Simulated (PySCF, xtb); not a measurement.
F2Hf, SMILES [Hf]([F])[F], multiplicity 1.

Harmonic wavenumbers (cm⁻¹) from GFN2-xTB in xtb 6.7.1 at its own minimum, in rising order: 141, 295, 299.

Task: What does PBE-D3(BJ)/def2-TZVP (PySCF) give at its own minimum? (An estimate is asked for; the answer gives what the named calculation found.)

Result: 107, 646, 663. Paired by order, the mean absolute difference is 250 cm⁻¹ and the zero-point energies are 1.1 and 2.0 kcal/mol.
